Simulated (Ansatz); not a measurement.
PBE exchange is replaced step by step with exact exchange (0 % is PBE, 25 % PBE0; no dispersion term), basis def2-TZVP, Ansatz. System: the cluster Sr2S2. The state is a singlet with charge 0. Geometry: B3LYP-D4/def2-TZVP, each spin state at its own.

Geometry of the singlet:

```csv
atom,x (Å),y (Å),z (Å)
Sr1,0.130,1.721,0.565
Sr2,-0.129,-1.720,-0.568
S3,1.912,-0.275,0.397
S4,-1.913,0.274,-0.394
```

In the def2 sets Sr takes a core potential; there is no spin–orbit coupling. The structure comes from a short search, and lower isomers may exist.

```csv
exact exchange (%),HOMO (eV),LUMO (eV),gap (eV),triplet − singlet (kJ/mol),quintet − singlet (kJ/mol)
0,-4.14,-2.04,2.10,180.1,464.4
5,-4.31,-1.92,2.38,183.8,459.9
10,-4.48,-1.81,2.67,187.6,455.5
15,-4.66,-1.70,2.96,191.4,451.3
25,-5.02,-1.49,3.53,199.2,443.6
50,-5.97,-0.98,4.99,219.6,427.4
```

Question: Fit a straight line to the column «quintet − singlet (kJ/mol)» against the share of exact exchange and predict its value at 35 %.

Answer: With x = exact exchange (%) and y = quintet − singlet (kJ/mol): mean x = 17.5, mean y = 450.3; Σ(x − x̄)(y − ȳ) = -1203, Σ(x − x̄)² = 1638; slope b = -0.7344, intercept a = ȳ − b·x̄ = 463.2. The residuals of the fitted rows reach 1.2. At x = 35 the line gives 463.2 + (-0.7344 × 35) = 437.5; the run gave 436.6, 0.9 less than the line.
